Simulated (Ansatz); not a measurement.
Consider the ligand exchange at the Si–C bond: `CC([SiH3])=C=N` + `OBCO` → `OCBO[SiH3]` + `CC=C=N`.

Program: Ansatz. Geometries: PBE0-D4/def2-TZVP. ΔE: electronic, gas phase. CCSD(T)/CBS is the MP2 limit (def2-TZVPP, def2-QZVPP) plus CCSD(T) − MP2 in def2-TZVPP, frozen cores. DFT in def2-TZVPP. One conformer a species, not always the lowest.

```
             level  ΔE (eV)
         r2SCAN-D4    -0.51
           ωB97X-V    -0.58
           ωB97M-V    -0.57
     HF/def2-TZVPP    -0.87
SCS-MP2/def2-TZVPP    -0.62
     HF/def2-QZVPP    -0.88
SCS-MP2/def2-QZVPP    -0.63
     MP2/CBS(def2)    -0.54
```

**Question.** What does CCSD(T)/CBS give? (Best estimate.)

**Answer.** Ansatz gave: -0.58 eV. The listed levels differ from it by 0.07, 0.00, 0.01, -0.29, -0.04, -0.30, -0.05, 0.04 eV.

Largest T1 diagnostic among the species: 0.014.

From PBE to PBE0 (25 % exact exchange), in def2-TZVPP and without D4, ΔE moves by −0.06 eV. The D4 term adds +0.06 eV with B3LYP and +0.03 eV with PBE0; it sums over pairs of atoms, weighted by their polarisabilities, and B3LYP, whose exchange is more repulsive, gets the larger term. In def2-TZVPP, CCSD(T) changes the Hartree–Fock value by +0.28 eV (the triples alone add +0.05 eV) and MP2 by +0.33 eV.

B3LYP here is the variant with VWN-RPA as its local correlation; programs differ in this.
